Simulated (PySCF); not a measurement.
C₄H₆BF, SMILES FB1C=CCC1. Heavy atoms are numbered as in [F:1][B:2]1[CH:3]=[CH:4][CH2:5][CH2:6]1. Hydrogens are named by the atom that carries them.

Geometry optimised at TPSSh-D3(BJ)/def2-SVP. The structure was generated by enumeration, and PubChem lists no compound with its InChIKey, so it may never have been made. One conformer was computed; it need not be the lowest.

All values below come from PySCF with PBE/pcSseg-1.

GIAO shieldings, no solvent; atoms alike by connectivity are averaged. δ = σ(ref) − σ: ¹⁹F against CFCl3 (σ = 133.6 ppm); ¹¹B against BF3 (σ = 83.9 ppm); ¹³C against TMS (σ = 182.0 ppm); ¹H against TMS (σ = 31.49 ppm), references at their B3LYP-D3(BJ)/def2-TZVP geometries, non-relativistic.

| nucleus | atoms | count | δ (ppm) |
|---|---|---|---|
| ¹⁹F | F1 | 1 | -66.9 |
| ¹¹B | B2 | 1 | 46.2 |
| ¹³C | C4 (CH) | 1 | 190.7 |
| ¹³C | C3 (CH) | 1 | 141.2 |
| ¹³C | C5 (CH2) | 1 | 40.2 |
| ¹³C | C6 (CH2) | 1 | 19.1 |
| ¹H | H on C4 | 1 | 8.43 |
| ¹H | H on C3 | 1 | 6.64 |
| ¹H | H on C5 | 2 | 2.84 |
| ¹H | H on C6 | 2 | 1.31 |
